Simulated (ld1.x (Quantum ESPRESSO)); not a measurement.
arsenic (As), TM: configuration errors across variants

ld1.x (Quantum ESPRESSO) 7.5 input, shortened:

```
&input
   title='As', zed=33., rel=1, dft='BLYP', iswitch=3,
   config='[Ar] 3d10 4s2 4p3'
 /
 &inputp
   pseudotype=2, tm=.true., lloc=0,
   nlcc=.false.
 /
3
4P  2  1   3.00   0.00  1.55  1.55  0.0
3D  3  2  10.00   0.00  0.90  0.90  0.0
4S  1  0   2.00   0.00  1.70  1.70  0.0
 &test
   configts(1)='3d10 4s2 4p3'
 /
```

All-electron excitation energies from the reference (eV): (1) 3d10 4s2 4p2 9.031; (2) 3d10 4s2 4p1 26.887; (3) 3d10 4s2 4p0 54.641; (4) 3d10 4s1 4p0 105.479; (5) 3d9 4s2 4p3 50.697; (6) 3d10 4s2 4p3.3 -1.195; (7) 3d10 4s0 4p5 19.200.

3 further variants failed, have other tests or too few solved ones, and are left out.

Errors AE − PS in meV (a dash: test not solved or not reliable):

```csv
change,(1),(2),(3),(4),(5),(6),(7),bound ghosts
base,-0.1,+5.8,+32,+107,-989,+0.2,-2.3,none
wave 4p (bound): rc 1.55 bohr becomes 4p (bound): rc 1.76 bohr,-0.1,+5.8,+33,+113,-1000,+0.3,-5.8,none
core correction a·sin(br)/r model core inside 0.74 bohr,-1.1,-2.5,-2.0,-20,-1065,+0.2,-9.1,none
wave 3d (bound): rc 0.90 bohr becomes 3d (bound): rc 0.92 bohr,-0.1,+5.8,+32,+107,-972,+0.2,-2.3,none
"all radii scaled by about 1.40 (s 2.38, p 2.16, d 1.26 bohr)",+63,+228,+116,+123,+1004,+4.1,+28,none
local potential the p channel,+0.5,+5.0,+13,+72,-1007,+0.3,+2.2,none
wave 4s (bound): rc 1.70 bohr becomes 4s (bound): rc 1.84 bohr,-0.2,+6.2,+38,+112,-974,+0.2,-11,none
```

(1) Give the same row for: wave 4s (bound): rc 1.70 bohr becomes 4s (bound): rc 2.60 bohr.

## Answers

(1) +31, +121, +170, +142, -121, +2.2, -108; bound ghosts: none.
